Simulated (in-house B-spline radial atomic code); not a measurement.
Atomic self-consistent-field run: the calcium ion Ca⁺ (an excited or competing configuration). Level of theory: Dirac-Hartree-Fock, average of configuration, Fermi nucleus of rms radius 3.4776 fm; calculated with a B-spline radial code for spherical atoms.

Command:
```bash
python run_scf.py task.json out
```
Settings (nuclear radius in fm, mass in u):
```
Z                20
configuration    [Ne] 3s2 3p5 4s1 6g1
hamiltonian      dirac
method           hf
spin_polarised   False
nucleus          fermi
rms_radius       3.4776
atomic_mass      39.96259
speed_of_light   137.035999084
```

Output (hartree, bohr):
```
 radial grid: 92 intervals, B-splines of order 8, outer radius 102 bohr

 iter        energy (Eh)    residual
    1       -673.6229911    3.22e-01
    2       -677.6856226    1.25e-01
    3       -678.0059842    4.70e-02
    4       -678.0532102    1.88e-02
    5       -678.0618485    4.09e-03
    6       -678.0622452    2.75e-04
    7       -678.0622487    5.66e-05
    8       -678.0622488    3.63e-06
    9       -678.0622488    5.21e-08

 total energy                     -678.062249
 kinetic                            684.02771
 electron-nucleus                 -1598.03553
 electron-electron                  235.94557

 first-order corrections (not in the total)
   Gaunt                            0.20731
   retardation                     -0.01669
   frequency dependence            -0.00028
   self-energy                      0.13590
   Uehling                         -0.00998
   Wichmann-Kroll                   0.00004
   recoil                           0.00752

 orbital      occ     eigenvalue          <r>       <r^2>       <1/r>       r_max    small
 1s1/2      2.000     -151.06980    0.0767636  0.00792597      19.749      0.0503  5.11e-03
 2s1/2      2.000      -17.84326     0.360639    0.153825     4.09213      0.2985  8.73e-04
 2p1/2      2.000      -14.60649     0.324561     0.13014     3.98673      0.2455  8.38e-04
 2p3/2      4.000      -14.46717     0.326992    0.131958     3.94623      0.2475  8.31e-04
 3s1/2      2.000       -2.98868      1.12762     1.45771      1.2265      0.9797  1.68e-04
 3p1/2      1.667       -2.10951      1.21483     1.72035     1.11344       1.027  1.45e-04
 3p3/2      3.333       -2.09331      1.22113     1.73799     1.10606       1.032  1.43e-04
 4s1/2      1.000       -0.68238      3.14998     11.1143     0.40986       2.833  2.89e-05
 6g7/2      0.444       -0.05560      21.9672     543.104   0.0557028       23.35  1.49e-06
 6g9/2      0.556       -0.05560      21.9673     543.106   0.0557026       23.35  1.49e-06
```

Run time, properties included: 4.2 s on 1 thread of Arm Neoverse N1 (shared host).

For the Dirac Hamiltonian the kinetic term is c α·p + (β - 1)c².
